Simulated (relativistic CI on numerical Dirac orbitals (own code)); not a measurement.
## Calculated levels, Ru¹⁶⁺

These numbers are calculated, not measured: Dirac-Coulomb-Breit CI, KLI orbitals optimised for each configuration, model QED, unscaled Slater integrals (own radial code, finite nucleus).

Configuration list (outside the closed core [Ne]): 3s2 3p6 3d10, 3s2 3p6 3d9 4s, 3s2 3p6 3d9 4p, 3s2 3p6 3d9 4d, 3s2 3p6 3d8 4s2, 3s2 3p6 3d9 4f, 3s2 3p6 3d8 4s 4p, 3s2 3p5 3d10 4s, 3s2 3p6 3d9 5s, 3s2 3p6 3d8 4p2, 3s2 3p6 3d9 5p, 3s2 3p6 3d8 4s 4d, 3s2 3p5 3d10 4p, 3s2 3p6 3d9 5d, 3s2 3p6 3d8 4p 4d, 3s2 3p6 3d9 5f, 3s2 3p6 3d9 5g, 3s2 3p5 3d9 4s2, 3s2 3p6 3d9 6s, 3s2 3p5 3d10 4d, 3s2 3p6 3d9 6p, 3s2 3p6 3d8 4d2, 3s 3p6 3d10 4s, 3s2 3p6 3d9 6d, 3s2 3p5 3d9 4s 4p, 3s2 3p5 3d9 4p2, 3s 3p6 3d10 4p, 3s2 3p5 3d10 4f, 3s2 3p5 3d9 4s 4d, 3s 3p6 3d9 4s2, 3s2 3p5 3d10 5s, 3s2 3p5 3d9 4p 4d, 3s 3p6 3d9 4s 4p, 3s2 3p5 3d10 5p, 3s 3p6 3d10 4d, 3s2 3p4 3d10 4s2. Levels of other configurations are missing.

```tsv
No.	Configuration	Term	J	E (eV)	%	Next component (%)	jj configuration (%)
1	3s2 3p6 3d10	1S	0	0.000	100		closed (100)
2	3s2 3p6 3d9 4s	3D	3	261.876	100		3d5/2^5 4s (100)
3	3s2 3p6 3d9 4s	3D	2	262.591	56	44 1D	3d5/2^5 4s (97)
4	3s2 3p6 3d9 4s	3D	1	266.231	100		3d3/2^3 3d5/2^6 4s (100)
5	3s2 3p6 3d9 4s	1D	2	266.877	56	44 3D	3d3/2^3 3d5/2^6 4s (97)
6	3s2 3p6 3d9 4p	3P°	2	295.016	76	18 3D°	3d5/2^5 4p1/2 (91)
7	3s2 3p6 3d9 4p	3F°	3	295.992	53	33 1F°	3d5/2^5 4p1/2 (99)
8	3s2 3p6 3d9 4p	3F°	2	299.757	87	6 3D°	3d3/2^3 3d5/2^6 4p1/2 (90)
9	3s2 3p6 3d9 4p	3P°	1	300.052	76	23 3D°	3d3/2^3 3d5/2^6 4p1/2 (52)
10	3s2 3p6 3d9 4p	3F°	4	300.853	100		3d5/2^5 4p3/2 (100)
11	3s2 3p6 3d9 4p	1D°	2	302.259	65	19 3D°	3d5/2^5 4p3/2 (83)
12	3s2 3p6 3d9 4p	1P°	1	302.813	83	12 3D°	3d5/2^5 4p3/2 (53)
13	3s2 3p6 3d9 4p	3D°	3	303.001	73	27 1F°	3d5/2^5 4p3/2 (98)
14	3s2 3p6 3d9 4p	3P°	0	303.640	100		3d3/2^3 3d5/2^6 4p3/2 (100)
15	3s2 3p6 3d9 4p	3F°	3	305.890	47	40 1F°	3d3/2^3 3d5/2^6 4p3/2 (99)
16	3s2 3p6 3d9 4p	3D°	1	306.368	65	18 3P°	3d3/2^3 3d5/2^6 4p3/2 (86)
17	3s2 3p6 3d9 4p	3D°	2	307.141	58	28 1D°	3d3/2^3 3d5/2^6 4p3/2 (97)
18	3s2 3p6 3d9 4d	3S	1	352.988	84	14 3P	3d5/2^5 4d3/2 (62)
19	3s2 3p6 3d9 4d	3G	4	355.938	58	39 1G	3d5/2^5 4d3/2 (97)
20	3s2 3p6 3d9 4d	3P	2	356.173	59	38 3D	3d5/2^5 4d3/2 (81)
21	3s2 3p6 3d9 4d	1P	1	356.403	52	23 3P	3d5/2^5 4d5/2 (65)
22	3s2 3p6 3d9 4d	3G	5	356.479	100		3d5/2^5 4d5/2 (100)
23	3s2 3p6 3d9 4d	3D	3	357.072	59	30 3F	3d5/2^5 4d3/2 (77)
24	3s2 3p6 3d9 4d	1F	3	357.917	38	29 3D	3d5/2^5 4d5/2 (75)
25	3s2 3p6 3d9 4d	1D	2	358.291	36	26 3P	3d5/2^5 4d5/2 (74)
26	3s2 3p6 3d9 4d	3F	4	358.527	74	21 1G	3d5/2^5 4d5/2 (96)
27	3s2 3p6 3d9 4d	3P	0	358.537	99	1 1S	3d3/2^3 3d5/2^6 4d3/2 (53)
28	3s2 3p6 3d9 4d	1P	1	359.675	44	34 3P	3d3/2^3 3d5/2^6 4d3/2 (53)
29	3s2 3p6 3d9 4d	3G	3	360.323	67	25 1F	3d3/2^3 3d5/2^6 4d3/2 (88)
30	3s2 3p6 3d9 4d	3D	1	360.871	67	28 3P	3d3/2^3 3d5/2^6 4d5/2 (54)
31	3s2 3p6 3d9 4d	1G	4	361.542	39	38 3G	3d3/2^3 3d5/2^6 4d5/2 (96)
32	3s2 3p6 3d9 4d	3D	2	362.209	39	25 1D	3d3/2^3 3d5/2^6 4d5/2 (94)
33	3s2 3p6 3d9 4d	3F	2	362.330	59	39 1D	3d3/2^3 3d5/2^6 4d3/2 (98)
34	3s2 3p6 3d9 4d	3F	3	362.888	53	34 1F	3d3/2^3 3d5/2^6 4d5/2 (95)
35	3s2 3p6 3d9 4d	1S	0	381.103	96	2 3s2 3p6 3d9 5d 1S	3d5/2^5 4d5/2 (51)
36	3s2 3p6 3d9 4f	3P°	0	410.416	100		3d5/2^5 4f5/2 (100)
37	3s2 3p6 3d9 4f	3P°	1	410.873	92	8 3D°	3d5/2^5 4f5/2 (76)
38	3s2 3p6 3d9 4f	3P°	2	411.648	69	19 3D°	3d5/2^5 4f7/2 (69)
39	3s2 3p6 3d9 4f	3H°	6	412.233	100		3d5/2^5 4f7/2 (100)
40	3s2 3p6 3d9 4f	3H°	5	412.539	57	42 1H°	3d5/2^5 4f5/2 (97)
41	3s2 3p6 3d9 4f	1D°	2	413.254	39	35 3F°	3d5/2^5 4f5/2 (76)
42	3s2 3p6 3d9 4f	3D°	3	413.334	58	38 3F°	3d5/2^5 4f5/2 (51)
43	3s2 3p6 3d9 4f	3F°	4	413.734	81	13 3G°	3d5/2^5 4f7/2 (82)
44	3s2 3p6 3d9 4f	1G°	4	413.977	40	32 3H°	3d5/2^5 4f5/2 (78)
45	3s2 3p6 3d9 4f	3G°	5	414.131	73	19 1H°	3d5/2^5 4f7/2 (95)
```

Energies count from the lowest computed level; ° marks odd parity. Filled j subshells are mostly left out of the jj labels.

The mean weight of the leading LS term, summed over parents, in these 45 levels is 69 %, and that of the leading jj configuration (from the same eigenvectors) 84 %, so jj coupling describes them better and the LS labels are nominal.

At this charge energies of transitions that change n are usually good to better than 1 %, and those within a shell (Δn = 0) to a few per cent.

LS names give the leading component of a level, which can be under half, so a name can repeat, a term be missing and a line seem to break the LS rules.
